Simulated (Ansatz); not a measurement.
Stepwise reaction of `O[BH][AlH2]` with hydrogen fluoride, as a gas-phase model of exchange steps in deposition or etching. ΔE in kJ/mol; ΔG adds harmonic PBE0-D4 terms to CCSD(T)/CBS, at 1 bar.

Computed with Ansatz on PBE0-D4/def2-TZVP structures; ΔE is electronic, products minus reactants. CCSD(T)/CBS is the MP2 limit (def2-TZVPP, def2-QZVPP) plus CCSD(T) − MP2 in def2-TZVPP, frozen cores. This one scheme is used for every species. DFT in def2-TZVPP. B3LYP here is the variant with VWN-RPA as its local correlation; programs differ in this. Each species was taken in one conformer, which may not be the lowest.

| step | reaction | PBE-D4 | B3LYP-D4 | ωB97M-V | CCSD(T)/CBS | ΔG(500 K) |
| --- | --- | --- | --- | --- | --- | --- |
| 1 | `O[BH][AlH2]` + H–F → `O[BH][AlH][F]` + H₂ | -169.4 | -177.6 | -175.4 | -174.4 | -173.6 |

Problem. Give the row of step 2, `O[BH][AlH][F]` + H–F → `O[B](F)[AlH][F]` + H₂. (An estimate is asked.)

Solution. Ansatz gave: 
```json
{"step": "2", "reaction": "`O[BH][AlH][F]` + H–F → `O[B](F)[AlH][F]` + H₂", "PBE-D4": "-142.0", "B3LYP-D4": "-143.7", "ωB97M-V": "-143.8", "CCSD(T)/CBS": "-135.0", "ΔG(500 K)": "-131.4"}
```

Problem. By hand: ΔE of the 2 steps together at CCSD(T)/CBS.

Solution. (-174.4) + (-135.0) = -309.4 kJ/mol, or -154.7 kJ/mol a step.

In ΔE each step is higher than the one before. All are downhill at CCSD(T)/CBS. ΔG lies between -173.6 and -131.4 kJ/mol a step. PBE-D4 differs from CCSD(T)/CBS by -7.0 to 5.0 kJ/mol a step. Isolated molecules leave out the surface, adducts and barriers. Largest T1 diagnostic: 0.014.
